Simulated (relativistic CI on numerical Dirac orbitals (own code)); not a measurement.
## Co4+ in a cubic cluster: L2,3 absorption with charge transfer

Computed with a charge-transfer multiplet model of a cubic metal-ligand cluster with up to 2 ligand holes, Slater and spin-orbit integrals from Dirac-Coulomb-Breit ions, Slater integrals scaled by 0.8. The ground state mixes d5 with configurations of k ligand holes L, whose averages lie at kΔ + k(k − 1)U_dd/2; a core hole lowers each added d electron by U_cd. 300 K, Lorentzian 0.4 eV and Gaussian 0.3 eV FWHM.

Atomic integrals in eV (Slater integrals scaled, ζ unscaled), ground: F2dd 10.866, F4dd 6.824, zeta_d 0.080; with the core hole: F2dd 11.456, F4dd 7.196, zeta_d 0.102, zeta_core 9.658, F2cd 6.863, G1cd 5.283, G3cd 3.006.

Cluster parameters (eV): U_dd = 7.8, U_cd = 8.6, 10Dq = 1.05, 10Dq(ligand) = 1.6, V(eg) = 2.25, V(t2g) = -1.03, final-state hopping factor = 0.9.

| Case | n_d | d5 | d6L | d7L2 | S |
| --- | --- | --- | --- | --- | --- |
| Δ = -0.6 eV | 5.51 | 0.53 | 0.43 | 0.04 | 2.49 |
| Δ = 1.4 eV | 5.34 | 0.67 | 0.31 | 0.02 | 2.50 |
| Δ = 4.4 eV | 5.19 | 0.82 | 0.18 | 0.01 | 2.50 |

Weights, n_d and S are thermal averages at 300 K. Photon energies count from the first peak over 30 % of the highest in each spectrum, which can be another peak from case to case. The parameters are a model scan and need not match a compound or its usual spin state. Peaks in eV (height, largest 100):
- Δ = -0.6 eV: 0.0 (34), 1.9 (100), 5.9 (13), 7.3 (6), 15.6 (16), 17.4 (23), 18.6 (14)
- Δ = 1.4 eV: -1.8 (29), 0.0 (100), 3.2 (11), 4.7 (9), 13.7 (15), 15.7 (22), 16.7 (15)
- Δ = 4.4 eV: -1.8 (25), 0.0 (100), 1.5 (29), 3.8 (9), 4.5 (8), 13.8 (15), 15.1 (10), 15.9 (19), 16.6 (16), 17.1 (18)

Curve for Δ = 1.4 eV (points under 2 left out, the grid thinned):

(E (eV), Intensity): (-3.3, 2.1), (-2.9, 4.5), (-2.5, 10.7), (-2.1, 20.4), (-1.7, 27.5), (-1.3, 14.5), (-0.9, 13.8), (-0.5, 35.1), (-0.2, 79.6), (0.2, 90.6), (0.6, 55.7), (1.0, 35.6), (1.4, 24.8), (1.8, 17.7), (2.2, 12.9), (2.6, 10.6), (3.0, 10.4), (3.4, 10.3), (3.8, 7.4), (4.2, 7.7), (4.6, 9.3), (5.0, 7.9), (5.3, 5.9), (5.7, 4.7), (6.1, 3.8), (6.5, 2.9), (6.9, 2.9), (7.3, 2.5), (7.7, 2.0), (13.1, 4.5), (13.5, 12.6), (13.9, 14.0), (14.3, 8.2), (14.7, 6.5), (15.1, 9.2), (15.5, 20.1), (15.9, 19.0), (16.2, 14.2), (16.6, 15.0), (17.0, 13.7), (17.4, 8.4), (17.8, 4.8), (18.2, 3.3), (18.6, 2.5), (19.0, 2.0)

For the case Δ = 1.4 eV, Δ = 1.4 eV is smaller than U_dd = 7.8 eV, the charge-transfer side of the Zaanen-Sawatzky-Allen scheme. With the core hole the configuration with one ligand hole lies at Δ + U_dd − U_cd = -1.4, 0.6, 3.6 eV from the one without, in the order of the table; where this is negative the screened configuration lies lower, though the effective hopping of about 3.1 eV (from the holes of the mixed ground state) mixes the two strongly wherever it is as large as the gap.
